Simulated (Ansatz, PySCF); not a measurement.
C₃H₃BFNO, SMILES N#C[C@@H]1COB1F. Atoms are numbered in the order given.

```xyz
10

N      2.7587    -0.2740    -0.1671
C      1.6702    -0.2395     0.2306
C      0.3002    -0.2025     0.7000
C     -0.6549    -1.3400     0.2341
O     -1.5849    -0.4291    -0.4305
B     -0.7967     0.6291    -0.1236
F     -0.9968     1.8850    -0.4403
H      0.2670    -0.0231     1.7863
H     -0.2162    -2.0413    -0.4890
H     -1.1595    -1.8825     1.0459
```
Charge 0, spin multiplicity 1.

The structure is a stationary point at B3LYP-D3(BJ)/def2-SVP. The structure was generated by enumeration; whether it is a known compound was not checked.

Two levels are set side by side: PBE-D3(BJ)/def2-SVP (Ansatz, a first-principles code) and B3LYP-D3(BJ)/def2-SVP (Ansatz). Each level has its own optimised geometry; the coordinates shown are those of the second. Frequencies come from the Hessian of PySCF at each geometry. Differences are taken from unrounded values.

```
quantity                            B3LYP-D3(BJ)
----------------------------------  ------------
mean bond length (Å)                       1.320
bond N1–C2 (Å)                             1.159
bond C2–C3 (Å)                             1.449
bond C3–C4 (Å)                             1.557
bond C3–B6 (Å)                             1.604
bond C4–O5 (Å)                             1.462
bond O5–B6 (Å)                             1.355
bond B6–F7 (Å)                             1.311
bond C3–H8 (Å)                             1.101
bond C4–H9 (Å)                             1.099
bond C4–H10 (Å)                            1.099
highest harmonic wavenumber (cm⁻¹)          3157
mean harmonic wavenumber (cm⁻¹)             1195
zero-point energy (kcal/mol)               41.01
```

**Question.** What does PBE-D3(BJ) give, and how far is it from B3LYP-D3(BJ)? (The exact figures need the calculation; the answer reports its results.)

**Answer.** 
```csv
quantity,PBE-D3(BJ),PBE-D3(BJ) minus B3LYP-D3(BJ)
mean bond length (Å),1.327,0.007
bond N1–C2 (Å),1.173,0.013
bond C2–C3 (Å),1.448,-0.001
bond C3–C4 (Å),1.558,0.002
bond C3–B6 (Å),1.608,0.004
bond C4–O5 (Å),1.469,0.007
bond O5–B6 (Å),1.366,0.011
bond B6–F7 (Å),1.319,0.009
bond C3–H8 (Å),1.110,0.008
bond C4–H9 (Å),1.107,0.009
bond C4–H10 (Å),1.108,0.009
highest harmonic wavenumber (cm⁻¹),3087,-70
mean harmonic wavenumber (cm⁻¹),1161,-35
zero-point energy (kcal/mol),39.83,-1.19
```

GGA bonds tend to be longer and softer than those of functionals with exact exchange. Differences between two approximate levels are no errors against the true value.
